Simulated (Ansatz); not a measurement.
FH6NOSi2 can be A, `O[SiH](F)N[SiH3]`, or B, `N[SiH](F)[SiH2]O`.

Calculated with Ansatz (gas phase, PBE0-D4/def2-TZVP geometries, no zero-point term in ΔE). CBS: MP2 limit from def2 TZ/QZ plus the TZ coupled-cluster correction, frozen cores. Functionals use def2-TZVPP. One conformer a species, not always the lowest.

**Question.** Which is lower in electronic energy at CCSD(T)/CBS, and by how much? (Estimate.)

**Answer.** Computed: A, by 24.7 kcal/mol.

**Question.** Give E(B) − E(A) in kcal/mol with MP2/def2-TZVPP, CCSD(T)/def2-TZVPP, PBE0-D4, HF/def2-TZVPP, r2SCAN-D4, PBE-D4, ωB97M-V. (Estimate.)

**Answer.** Ansatz gave: MP2/def2-TZVPP 26.6, CCSD(T)/def2-TZVPP 25.2, PBE0-D4 20.9, HF/def2-TZVPP 28.6, r2SCAN-D4 23.2, PBE-D4 18.5, ωB97M-V 25.0. None reverses the order clearly.

Largest T1 diagnostic: 0.012.

From PBE to PBE0 (25 % exact exchange), in def2-TZVPP and without D4, E(B) − E(A) moves by +2.5 kcal/mol. In def2-TZVPP, CCSD(T) changes the Hartree–Fock value by −3.4 kcal/mol (the triples alone add −0.5 kcal/mol) and MP2 by −2.0 kcal/mol.
